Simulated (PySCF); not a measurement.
Job file and geometry (Å, from GFN2-xTB) of an NMR shielding run on `N#C[C@H]([SiH3])CO[SiH3]`, C₃H₉NOSi₂, PySCF, GIAO PBE0/pcSseg-1 NMR shielding, non-relativistic, gas phase; density fitting, a coarse starting grid and PySCF grid level 2 are the driver's defaults:

```
$ OMP_NUM_THREADS=1 python probes_run.py task.json out

{"job": {"kind": "nmr", "xc": "PBE0", "basis": "pcSseg-1"}, "charge": 0, "multiplicity": 1}
N     -2.524677    -2.528466    -0.552116
C     -1.866213    -1.766276    -0.006746
C     -1.046788    -0.796442     0.639735
Si    -1.669923     0.999773     0.294929
C      0.389384    -0.848360     0.132002
O      0.912254     0.446376     0.223601
Si     2.467119     0.902576     0.058243
H     -1.080901    -0.976785     1.717140
H     -1.089846     1.889604     1.292984
H     -1.354284     1.356763    -1.082661
H     -3.125053     0.947280     0.471528
H      1.004589    -1.549346     0.709051
H      0.406532    -1.172916    -0.916498
H      2.959966     0.594079    -1.287025
H      2.312881     2.320884     0.329741
H      3.297360     0.190201     1.034612
```

Q: Write the output of this run.

A: 
```
coarse grid: 14240 points
cycle   1  E = -827.9477100080  dE =  7.506e-01  |g| = 7.230e-01  |ddm| = 3.611e+00
cycle   2  E = -827.7159724781  dE =  2.317e-01  |g| = 1.300e+00  |ddm| = 1.755e+00
cycle   3  E = -828.0429133313  dE = -3.269e-01  |g| = 1.767e-01  |ddm| = 1.225e+00
cycle   4  E = -828.0479859569  dE = -5.073e-03  |g| = 9.062e-02  |ddm| = 1.645e-01
cycle   5  E = -828.0495981482  dE = -1.612e-03  |g| = 1.882e-02  |ddm| = 7.919e-02
cycle   6  E = -828.0496779692  dE = -7.982e-05  |g| = 3.118e-03  |ddm| = 2.118e-02
cycle   7  E = -828.0496801313  dE = -2.162e-06  |g| = 8.220e-04  |ddm| = 3.192e-03
final grid: 128024 points
cycle   8  E = -828.0990081924  dE = -2.039e-05  |g| = 9.169e-03  |ddm| = 2.494e-02
cycle   9  E = -828.0989922503  dE =  1.594e-05  |g| = 1.320e-02  |ddm| = 1.556e-02
cycle  10  E = -828.0990237193  dE = -3.147e-05  |g| = 1.153e-03  |ddm| = 9.744e-03
cycle  11  E = -828.0990239837  dE = -2.644e-07  |g| = 2.767e-04  |ddm| = 1.184e-03
cycle  12  E = -828.0990239943  dE = -1.065e-08  |g| = 1.575e-04  |ddm| = 2.597e-04
cycle  13  E = -828.0990239992  dE = -4.904e-09  |g| = 5.147e-05  |ddm| = 1.367e-04
cycle  14  E = -828.0990239998  dE = -5.750e-10  |g| = 6.333e-06  |ddm| = 4.657e-05
converged SCF energy = -828.0990239998

GIAO shielding tensors (ppm)
atom      isotropic    diamagn.    paramagn.     s11        s22        s33       span
  0 N      -33.666     339.999    -373.665   -201.333   -184.001    284.337    485.670
  1 C       63.217     259.399    -196.182    -54.436    -51.311    295.398    349.834
  2 C      171.595     254.399     -82.804    148.740    174.274    191.770     43.030
  3 Si     417.334     878.910    -461.576    398.345    400.957    452.699     54.355
  4 C      119.537     243.758    -124.220     92.135    106.704    159.773     67.638
  5 O      307.825     401.788     -93.962    276.375    299.144    347.957     71.582
  6 Si     383.551     880.565    -497.014    338.799    345.643    466.211    127.411
  7 H       29.171      29.605      -0.434     25.253     27.889     34.370      9.116
  8 H       27.560      29.519      -1.959     23.567     26.682     32.432      8.865
  9 H       27.654      29.495      -1.841     24.336     26.633     31.992      7.657
 10 H       27.769      28.395      -0.625     24.399     25.936     32.974      8.575
 11 H       27.478      30.411      -2.933     22.637     28.288     31.510      8.873
 12 H       27.855      31.400      -3.545     23.070     28.334     32.161      9.091
 13 H       26.827      29.384      -2.557     23.420     25.043     32.018      8.598
 14 H       26.866      29.858      -2.992     22.916     25.635     32.047      9.131
 15 H       26.816      29.248      -2.433     23.405     25.059     31.983      8.578
```

Q: Turn these shieldings into chemical shifts. Scale: ¹⁵N (σref 267.73) vs NH3; ¹³C (σref 186.93), ²⁹Si (σref 349.16), ¹H (σref 31.72) against TMS; ¹⁷O (σref 336.08) against H2O (reference shieldings calculated alike).

A: Averaging equivalent atoms: N 0: 301.4; C 1: 123.7; C 4: 67.4; C 2: 15.3; Si 6: -34.4; Si 3: -68.2; O 5: 28.3; H 13/14/15: 4.88; H 11: 4.24; H 8/9/10: 4.06; H 12: 3.86; H 7: 2.55 ppm. Experimental scales use liquid or dissolved standards, which lie at an offset from isolated NH3 (liquid NH3: subtract about 20 ppm) and H2O (liquid H2O: subtract about 36 ppm). Unscaled 15N shifts of sp2 nitrogen come out 20 to 40 ppm too high even then.

Size and cost of the density-fitted run: 178 basis functions, 79 s wall time on 1 thread of an Intel Xeon, shared host; peak memory 0.81 GiB.
